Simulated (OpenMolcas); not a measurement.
Computed levels of 3d in ions with 19 electrons, in cm-1 above ²D_3/2.

- Program: OpenMolcas 26.06
- Method: SS-CASPT2, IPEA 0.25 Eh, imaginary shift 0.1 Eh
- Basis: ANO-RCC-VQZP
- Scalar Hamiltonian: DKH2, point nucleus
- Spin-orbit coupling: RASSI with atomic mean-field integrals over the reference wave functions, term energies averaged over their components

Active space for each ion: 1 electron in 5 orbitals (3d); closed shells correlated by CASPT2: 3s 3p.

```tsv
Level	Sc2+	V4+	Cr5+	Mn6+	Fe7+
²D_5/2	208	596	909	1300	1810
```

Question: Estimate ²D_5/2 for Ti3+ from its neighbours Sc2+ and V4+.

Answer: ²D_5/2 is fine structure, which grows about as the fourth power of a screened charge, so the fourth roots are averaged: ((208^0.25 + 596^0.25) / 2)^4 = 364. The calculation gives 380, so the estimate is off by -4.2 %; the measured value is 382 (Corliss and Sugar, J. Phys. Chem. Ref. Data 8, 1 (1979)).

CASPT2 does not keep the components of a term degenerate, so their means are used; among the terms shown or strongly mixed into the levels shown the widest spread is 20 cm-1 (3d ²D, Fe7+). With one active electron, CASPT2 adds the correlation within the correlated inactive shells and between them and that electron, and leaves the splitting within a term as the reference gives it. Measured partners are found by configuration, term and J. A level has none where our copy of the source lacks it or the pairing is in doubt (some pairs that miss far off the trend of their configuration count as doubtful), and it then counts in no deviation. Only configurations of the active space appear.
